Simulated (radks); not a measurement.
Charge is removed step by step from the 5s down level of Pr+, starting from [Kr] 4d10 4f3 5s(up 1, down 1) 5p6 6s1. Method: scalar-relativistic Kohn-Sham, r2SCAN, spin-polarised, spherical densities, finite nucleus; open shells are filled with parallel spins first (spin-orbit coupling, left out, can overturn this in heavy ions); meta-GGA in the generalised Kohn-Sham scheme; Fermi nuclear charge, rms radius 4.8919 fm; computed with a radial shooting solver on a logarithmic mesh with Libxc functionals.

| removed (e) | E - E(0) (eV) | eigenvalue (eV) | E minus straight line (eV) |
|---|---|---|---|
| 0 | 0.000 | -44.899 | 0.000 |
| 0.25 | 11.547 | -47.551 | -1.024 |
| 0.5 | 23.767 | -50.277 | -1.375 |
| 0.75 | 36.676 | -53.057 | -1.038 |
| 1 | 50.285 | -55.879 | 0.000 |

Removing the whole electron costs 50.285 eV by Delta-SCF, against 44.899 eV from minus the eigenvalue at the starting occupation. Slater's transition state (half an electron removed) gives 50.277 eV. Integrating minus the eigenvalue over the occupation (Janak's theorem) gives 50.314 eV. In this scalar-relativistic scheme the density is built from large components alone, so the theorem holds only approximately. The mean slope of the eigenvalue, de/dn, is 11.0 eV per electron.
